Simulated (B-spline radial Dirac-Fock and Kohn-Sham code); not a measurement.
## Binding energies of As in different valence configurations

Method: Dirac-Fock energy differences between relaxed states, corrected for Breit and QED terms. Computed with a radial atomic solver. Electron correlation is not included.

Reference: the tabulated ground configuration [Ar] 3d10 4s2 4p3, with 1s 11874.8 eV, 2s 1544.4 eV, 3d3/2 49.27 eV, 3d5/2 48.59 eV.

Shifts from the reference in eV.

| configuration | average energy | 1s | 2s | 3d3/2 | 3d5/2 |
| --- | --- | --- | --- | --- | --- |
| [Ar] 3d10 4s1 4p4 | +10.05 | +1.87 | +1.74 | +1.90 | +1.90 |
